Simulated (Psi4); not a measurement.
C2H5S (SMILES [CH2]SC), doublet, at a GFN2-xTB geometry; MN15/6-31G run with Psi4 1.11.

The Psi4 input:
```
memory 2 GB

molecule mol {
0 2
  C     0.005961    1.318105   -0.607329
  S    -0.171148    0.115116    0.583727
  C     0.222020   -1.373632   -0.385197
  H     0.710619    1.157904   -1.399658
  H    -0.226497    2.316277   -0.297022
  H     0.132268   -2.225304    0.280552
  H    -0.483491   -1.459379   -1.206035
  H     1.237578   -1.298185   -0.762312
}

set basis 6-31g
set reference uks

energy('mn15')
print_variables()
```

The log (banner, timings and long lists left out):

```
   => Loading Basis Set <=

    Name: 6-31G
    Role: ORBITAL
    Keyword: BASIS

         ---------------------------------------------------------
                                   SCF
               by Justin Turney, Rob Parrish, Andy Simmonett
                          and Daniel G. A. Smith
                              UKS Reference
         ---------------------------------------------------------

  ==> Geometry <==

    Molecular point group: c1
    Full point group: C1

    Geometry (in Angstrom), charge = 0, multiplicity = 2:

       Center              X                  Y                   Z               Mass
    ------------   -----------------  -----------------  -----------------  -----------------
         C            0.028169759901     1.293622929321    -0.662100759368    12.000000000000
         S           -0.148939240099     0.090633929321     0.528955240632    31.972071174400
         C            0.244228759901    -1.398114070679    -0.439968759368    12.000000000000
         H            0.732827759901     1.133421929321    -1.454429759368     1.007825032230
         H           -0.204288240099     2.291794929321    -0.351793759368     1.007825032230
         H            0.154476759901    -2.249786070679     0.225780240632     1.007825032230
         H           -0.461282240099    -1.483861070679    -1.260806759368     1.007825032230
         H            1.259786759901    -1.322667070679    -0.817083759368     1.007825032230

  Running in c1 symmetry.

  Rotational constants: A =      0.68835  B =      0.27299  C =      0.20399 [cm^-1]
  Rotational constants: A =  20636.29445  B =   8184.11522  C =   6115.49820 [MHz]
  Nuclear repulsion =  104.340278618611137

  Charge       = 0
  Multiplicity = 2
  Electrons    = 33
  Nalpha       = 17
  Nbeta        = 16

  ==> Algorithm <==

  SCF Algorithm Type is DF.
  DIIS enabled.
  MOM disabled.
  Fractional occupation disabled.
  Guess Type is SAD.
  Energy threshold   = 1.00e-06
  Density threshold  = 1.00e-06
  Integral threshold = 1.00e-12

  ==> Primary Basis <==

  Basis Set: 6-31G
    Blend: 6-31G
    Number of shells: 27
    Number of basis functions: 41
    Number of Cartesian functions: 41
    Spherical Harmonics?: false
    Max angular momentum: 1

  ==> DFT Potential <==

   => LibXC <=

    Version 7.1.2
    S. Lehtola, C. Steigemann, M. J. T. Oliveira, and M. A. L. Marques,  SoftwareX 7, 1–5 (2018) (10.1016/j.softx.2017.11.002)

   => Composite Functional: MN15 <=

   MN15 Hybrid Meta-GGA Exchange-Correlation Functional

    H. S. Yu, X. He, S. L. Li, and D. G. Truhlar, Chem. Sci. 7, 5032-5051, 2016

    Deriv               =              1
    GGA                 =           TRUE
    Meta                =           TRUE

    Exchange Hybrid     =           TRUE
    MP2 Hybrid          =          FALSE

   => Exchange Functionals <=

    1.0000   XC_HYB_MGGA_X_MN15

   => Exact (HF) Exchange <=

    0.4400               HF

   => Correlation Functionals <=

    1.0000   XC_MGGA_C_MN15

   => LibXC Density Thresholds  <==

    XC_MGGA_C_MN15:  1.00E-15
    XC_HYB_MGGA_X_MN15:  1.00E-15

   => Molecular Quadrature <=

    Radial Scheme          =       TREUTLER
    Pruning Scheme         =           NONE
    Nuclear Scheme         =       TREUTLER

    Blocking Scheme        =         OCTREE
    BS radius alpha        =              1
    Pruning alpha          =              1
    Radial Points          =             75
    Spherical Points       =            302
    Total Points           =         172251
    Total Blocks           =           1344
    Max Points             =            256
    Max Functions          =             41
    Weights Tolerance      =       1.00E-15

   => Loading Basis Set <=

    Name: (6-31G AUX)
    Role: JKFIT
    Keyword: DF_BASIS_SCF

  ==> Integral Setup <==

  SCF_SUBTYPE=INCORE selected. In-core MEM_DF algorithm will be used.
  Using in-core AOs.

  ==> MemDFJK: Density-Fitted J/K Matrices <==

[...]
    Using symmetric orthogonalization.

  ==> Pre-Iterations <==

  SCF Guess: Superposition of Atomic Densities via on-the-fly atomic UHF (no occupation information).

   -------------------------
    Irrep   Nso     Nmo
   -------------------------
     A         41      41
   -------------------------
    Total      41      41
   -------------------------

  ==> Iterations <==

                           Total Energy        Delta E     RMS |[F,P]|

   @DF-UKS iter SAD:  -476.61229184421279   -4.76612e+02   0.00000e+00
   @DF-UKS iter   1:  -476.86816387797222   -2.55872e-01   1.25171e-02 ADIIS/DIIS
   @DF-UKS iter   2:  -476.88021095163617   -1.20471e-02   1.20217e-02 ADIIS/DIIS
   @DF-UKS iter   3:  -477.01866859959637   -1.38458e-01   1.02263e-03 ADIIS/DIIS
   @DF-UKS iter   4:  -477.02018484491134   -1.51625e-03   5.17776e-04 ADIIS/DIIS
   @DF-UKS iter   5:  -477.02059884091432   -4.13996e-04   1.59568e-04 ADIIS/DIIS
   @DF-UKS iter   6:  -477.02066327386149   -6.44329e-05   9.32341e-05 DIIS
   @DF-UKS iter   7:  -477.02068268406441   -1.94102e-05   1.40177e-05 DIIS
   @DF-UKS iter   8:  -477.02068344271095   -7.58647e-07   2.32789e-06 DIIS
   @DF-UKS iter   9:  -477.02068345690793   -1.41970e-08   7.47515e-07 DIIS
  Energy and wave function converged.

  ==> Post-Iterations <==

   Electrons on quadrature grid:
      Nalpha   =   16.9999999148 ; deviation = -8.524e-08
      Nbeta    =   15.9999995980 ; deviation = -4.020e-07
      Ntotal   =   32.9999995127 ; deviation = -4.873e-07

   @Spin Contamination Metric:   3.098127942E-03
   @S^2 Expected:                7.500000000E-01
   @S^2 Observed:                7.530981279E-01
   @S   Expected:                5.000000000E-01
   @S   Observed:                5.000000000E-01

    Orbital Energies [Eh]
    ---------------------

    Alpha Occupied:

[...]
    Alpha Virtual:

[...]
    Beta Occupied:

[...]
      16A     -0.300960

    Beta Virtual:

[...]
      41A      1.199326

    Final Occupation by Irrep:
              A
    DOCC [    16 ]
    SOCC [     1 ]
    NA   [    17 ]
    NB   [    16 ]

  @DF-UKS Final Energy:  -477.02068345690793

   => Energetics <=

    Nuclear Repulsion Energy =            104.3402786186111371
    One-Electron Energy =                -862.1668719302117552
    Two-Electron Energy =                 302.6176540855100825
    DFT Exchange-Correlation Energy =     -21.8117442308174105
    Empirical Dispersion Energy =           0.0000000000000000
    VV10 Nonlocal Energy =                  0.0000000000000000
    Total Energy =                       -477.0206834569079319

  UHF NO Occupations:
  HONO-2 :   15  A 1.9995194
  HONO-1 :   16  A 1.9994515
  HONO-0 :   17  A 1.0000000
  LUNO+0 :   18  A 0.0005485
  LUNO+1 :   19  A 0.0004806
  LUNO+2 :   20  A 0.0003071
  LUNO+3 :   21  A 0.0001965

Computation Completed

Properties will be evaluated at   0.000000,   0.000000,   0.000000 [a0]

Properties computed using the SCF density matrix

 Multipole Moments:

 ------------------------------------------------------------------------------------
     Multipole            Electronic (a.u.)      Nuclear  (a.u.)        Total (a.u.)
 ------------------------------------------------------------------------------------

 L = 1.  Multiply by 2.5417464519 to convert [e a0] to [Debye]
 Dipole X            :         -1.0632417            1.3849502            0.3217085
 Dipole Y            :          1.1639987           -1.5267123           -0.3627136
 Dipole Z            :          2.9632253           -3.4156177           -0.4523924
 Magnitude           :                                                    0.6631111

 ------------------------------------------------------------------------------------

  Variable Map:
  ----------------------------------------------------------------------------
[...]
  Array Variable Map:
  ----------------------------------------------------------------------------
[...]
[...]
```
